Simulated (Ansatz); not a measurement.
[In(H2O)6]3+ (InO₆H₁₂³⁺), relaxed as a singlet with RKS PBE-D4/def2-SVP in Ansatz, starting from the GFN2-xTB (ALPB water) geometry. Force threshold 0.02 eV/Å.

In the def2 sets In takes a core potential; there is no spin–orbit coupling.

Start:

Cartesian coordinates in Å:
```
In -0.006 -0.002 0.002
O -1.053 -1.413 -1.160
H -1.436 -1.248 -2.036
H -0.822 -2.355 -1.116
O 1.012 1.438 1.153
H 1.882 1.764 0.871
H 0.960 1.536 2.117
O 0.939 -1.604 0.988
H 0.545 -1.991 1.787
H 1.898 -1.740 1.039
O -0.931 1.591 -1.016
H -1.794 1.572 -1.460
H -0.766 2.505 -0.734
O -1.538 -0.132 1.437
H -2.306 -0.710 1.296
H -1.823 0.599 2.008
O 1.565 0.115 -1.393
H 1.487 0.673 -2.183
H 2.187 -0.600 -1.600
```

| step | energy (eV) | largest force component (eV/Å) | SCF passes |
| --- | --- | --- | --- |
| 1 | -17600.8140 | 0.683 | 16 |
| 2 | -17601.4212 | 0.231 | 23 |
| 3 (rejected) | -17601.3664 | 0.766 | 23 |
| 4 | -17601.4404 | 0.055 | 17 |
| 5 | -17601.4455 | 0.009 | 17 |
| 6 | -17601.4460 | 0.031 | 18 |
| 7 | -17601.4461 | 0.025 | 19 |
| 8 | -17601.4462 | 0.001 | 13 |

Force components are those of the run's own axes.

End:

```xyz
19

In    0.000    0.000   -0.001
O    -1.126   -1.521   -1.154
H    -1.656   -1.412   -1.978
H    -0.914   -2.483   -1.090
O     1.066    1.552    1.168
H     1.964    1.870    0.911
H     0.941    1.815    2.110
O     0.932   -1.727    1.030
H     0.570   -2.083    1.876
H     1.855   -2.066    0.963
O    -0.917    1.697   -1.093
H    -1.696    1.700   -1.697
H    -0.796    2.630   -0.797
O    -1.617   -0.193    1.503
H    -2.427   -0.729    1.328
H    -1.841    0.404    2.255
O     1.663    0.192   -1.453
H     1.602    0.791   -2.235
H     2.396   -0.438   -1.647
```

By distances, no bond broke or formed. The bond that changes most is In1–O14, from 2.10 to 2.22 Å (atoms count from 1).

The force fell under the threshold at step 5, but the optimiser went on. No frequencies were taken in this run, so the end may be a saddle point.

Run time 8 s (4 threads of Intel Xeon 6975P-C on a shared host).
